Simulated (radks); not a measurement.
Q: Radial electron density D(r) = 4 pi r^2 rho(r) of an atom or ion with 23 electrons. Method: non-relativistic Kohn-Sham, PBE, spin-polarised, spherical densities, point nucleus; computed with a radial shooting solver on a logarithmic mesh with Libxc functionals.

| r (bohr) | D(r) (e/bohr) | spin D(r) |
|---|---|---|
| 0.003731 | 1.533 | -0.000159 |
| 0.004207 | 1.903 | -0.000197 |
| 0.004743 | 2.355 | -0.000244 |
| 0.00539 | 2.946 | -0.000305 |
| 0.006078 | 3.618 | -0.000374 |
| 0.006853 | 4.425 | -0.000458 |
| 0.007726 | 5.385 | -0.000557 |
| 0.008781 | 6.599 | -0.000682 |
| 0.009901 | 7.933 | -0.000820 |
| 0.01116 | 9.470 | -0.000978 |
| 0.01269 | 11.34 | -0.00117 |
| 0.01431 | 13.30 | -0.00137 |
| 0.01613 | 15.44 | -0.00160 |
| 0.01833 | 17.88 | -0.00185 |
| 0.02067 | 20.25 | -0.00210 |
| 0.0233 | 22.61 | -0.00236 |
| 0.02649 | 24.98 | -0.00263 |
| 0.02986 | 26.93 | -0.00287 |
| 0.03367 | 28.48 | -0.00309 |
| 0.03827 | 29.53 | -0.00332 |
| 0.04315 | 29.85 | -0.00352 |
| 0.04865 | 29.50 | -0.00370 |
| 0.05529 | 28.45 | -0.00387 |
| 0.06234 | 27.00 | -0.00393 |
| 0.07029 | 25.40 | -0.00373 |
| 0.07989 | 23.91 | -0.00280 |
| 0.09007 | 23.13 | -0.000407 |
| 0.1016 | 23.24 | 0.00491 |
| 0.1145 | 24.37 | 0.0156 |
| 0.1301 | 26.55 | 0.0371 |
| 0.1467 | 29.08 | 0.0728 |
| 0.1654 | 31.42 | 0.132 |
| 0.188 | 32.89 | 0.231 |
| 0.212 | 32.65 | 0.370 |
| 0.239 | 30.59 | 0.568 |
| 0.2717 | 26.61 | 0.855 |
| 0.3063 | 21.93 | 1.20 |
| 0.3454 | 17.34 | 1.63 |
| 0.3925 | 13.62 | 2.15 |
| 0.4426 | 11.86 | 2.69 |
| 0.499 | 11.79 | 3.23 |
| 0.5672 | 12.94 | 3.74 |
| 0.6395 | 14.27 | 4.09 |
| 0.721 | 14.99 | 4.26 |
| 0.8195 | 14.55 | 4.22 |
| 0.9239 | 13.00 | 3.98 |
| 1.042 | 10.70 | 3.58 |
| 1.184 | 7.983 | 3.03 |
| 1.335 | 5.634 | 2.46 |
| 1.505 | 3.729 | 1.90 |
| 1.697 | 2.333 | 1.38 |
| 1.929 | 1.340 | 0.927 |
| 2.175 | 0.7600 | 0.595 |
| 2.452 | 0.4113 | 0.354 |
| 2.787 | 0.2007 | 0.185 |
| 3.142 | 0.09472 | 0.0910 |
| 3.543 | 0.04043 | 0.0397 |
| 4.026 | 0.01415 | 0.0140 |
| 4.54 | 0.004504 | 0.00449 |

What is the nuclear charge?

A: Z = 25. The innermost maximum, from 1s, lies near 1/Z = 0.04 bohr (found: 0.0431), and its height grows with Z. The density is that of the manganese ion Mn2+ in [Ar] 3d5; the configuration itself is not fixed sharply by these data, and Z only to about a unit. D(r) has 3 maxima, at r = 0.0431, 0.197, 0.739 bohr, and minima at 0.0945, 0.472 bohr, inside which lie 2.13, 10.63 electrons.
